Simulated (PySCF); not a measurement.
# Electron correlation in Pb⁶⁷⁺ (lead, charge +67)

[Ne] 3s2 3p3, high-spin 4S determinant. Computed with PySCF 2.14 in an even-tempered Gaussian basis (17 s from 21 bohr⁻², ratio 2.5; 12 p from 27 bohr⁻², ratio 2.5; 4 d from 100 bohr⁻², ratio 2.7; 4 f from 150 bohr⁻², ratio 2.7), with the spin-free X2C one-electron Hamiltonian (Gaussian nucleus). Frozen: 1s2; 13 electrons correlated; the 17 highest virtual orbitals of each spin left out.

```
  level  correlation energy (mhartree)
   CCSD                        -586.53
    (T)                          -0.39
CCSD(T)                        -586.92
```

Diagnostics: T1 = 0.00010, D1 = 0.0003, largest double amplitude 0.013.

**Question.** Is a single reference adequate?

**Answer.** Yes, within this model without spin-orbit coupling: T1 lies below 0.03 and no double amplitude reaches 0.07.

At this charge the one-electron X2C treatment keeps the bare 1/r₁₂, with no two-electron picture change or Breit term. The effect here is smaller than on the frozen 1s shell; and a scalar Hamiltonian misses the large spin-orbit splitting of the p shells, which matters for ns² → np² pairs.

Spin-orbit coupling is strong in this species, so the high-spin LS determinant is a model state.
